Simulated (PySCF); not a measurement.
Isomers of C5H10N2Si, mass 126.061 u with the commonest isotopes. Method: PBE0/def2-SVPD in PySCF (dipole) on a GFN2-xTB geometry, gas phase. One conformer each, none proved a minimum here; rigid rotors.

Task: Order these by radius of gyration √(Σ m r²/M), largest first.
A. `[CH2:1]=[CH:2][CH2:3][NH:4][CH2:5][SiH2:6][C:7]#[N:8]` with C1–C2–C3–N4 -131°, C2–C3–N4–C5 180°, C3–N4–C5–Si6 -64°, N4–C5–Si6–C7 75°
B. `c1(C)n([SiH3])ncc1C`
C. `[CH3:1][CH2:2][c:3]1[cH:4][n:5]([SiH3:6])[cH:7][n:8]1` with C1–C2–C3–C4 94°
D. `[CH3:1][C:2]#[C:3][SiH:4]1[NH:5][CH2:6][CH2:7][NH:8]1` with C3–Si4–N5–C6 135°, Si4–N5–C6–C7 -31°, N5–C6–C7–N8 38°, C6–C7–N8–Si4 -29°

Result: A (2.380 Å), D (2.337 Å), C (2.263 Å), B (2.053 Å).

Task: Order these by rotational constant C, smallest first.
A. `[CH2:1]=[CH:2][CH2:3][NH:4][CH2:5][SiH2:6][C:7]#[N:8]` with C1–C2–C3–N4 -131°, C2–C3–N4–C5 180°, C3–N4–C5–Si6 -64°, N4–C5–Si6–C7 75°
B. `[CH3:1][C:2]#[C:3][SiH:4]1[NH:5][CH2:6][CH2:7][NH:8]1` with C3–Si4–N5–C6 135°, Si4–N5–C6–C7 -31°, N5–C6–C7–N8 38°, C6–C7–N8–Si4 -29°
C. `CC1=C(C)N([SiH3])N=C1`
D. `[CH3:1][CH2:2][c:3]1[cH:4][n:5]([SiH3:6])[cH:7][n:8]1` with C1–C2–C3–C4 94°

Result: A (741.7 MHz), B (788.9 MHz), D (812.2 MHz), C (962.3 MHz).

Task: Order these by rotational constant A, largest first.
A. `[CH3:1][C:2]#[C:3][SiH:4]1[NH:5][CH2:6][CH2:7][NH:8]1` with C3–Si4–N5–C6 135°, Si4–N5–C6–C7 -31°, N5–C6–C7–N8 38°, C6–C7–N8–Si4 -29°
B. `c1c(c(n(n1)[SiH3])C)C`
C. `[CH3:1][CH2:2][c:3]1[cH:4][n:5]([SiH3:6])[cH:7][n:8]1` with C1–C2–C3–C4 94°
D. `[CH2:1]=[CH:2][CH2:3][NH:4][CH2:5][SiH2:6][C:7]#[N:8]` with C1–C2–C3–N4 -131°, C2–C3–N4–C5 180°, C3–N4–C5–Si6 -64°, N4–C5–Si6–C7 75°

Result: C (4934 MHz), A (4214 MHz), B (3306 MHz), D (2286 MHz).

```json
{"SMILES": "Cc1cnn([SiH3])c1C", "point group": "Cs", "Ia (u·Å²)": "152.85", "Ib (u·Å²)": "384.40", "Ic (u·Å²)": "525.20", "κ": "-0.70", "μa (D)": "0.22", "μb (D)": "2.41", "μc (D)": "0.00"}
{"SMILES": "CC#C[SiH]1NCCN1", "point group": "C1", "Ia (u·Å²)": "119.92", "Ib (u·Å²)": "616.75", "Ic (u·Å²)": "640.59", "κ": "-0.98", "μa (D)": "0.82", "μb (D)": "0.03", "μc (D)": "0.83"}
{"SMILES": "CCc1cn([SiH3])cn1", "point group": "C1", "Ia (u·Å²)": "102.42", "Ib (u·Å²)": "566.71", "Ic (u·Å²)": "622.23", "κ": "-0.96", "μa (D)": "2.52", "μb (D)": "1.89", "μc (D)": "0.03"}
{"SMILES": "C=CCNC[SiH2]C#N", "point group": "C1", "Ia (u·Å²)": "221.09", "Ib (u·Å²)": "525.18", "Ic (u·Å²)": "681.35", "κ": "-0.71", "μa (D)": "0.31", "μb (D)": "3.29", "μc (D)": "1.27"}
{"SMILES": "C[SiH](C)n1cccn1", "point group": "C1", "Ia (u·Å²)": "151.36", "Ib (u·Å²)": "400.77", "Ic (u·Å²)": "518.81", "κ": "-0.76", "μa (D)": "1.26", "μb (D)": "1.74", "μc (D)": "0.45"}
```
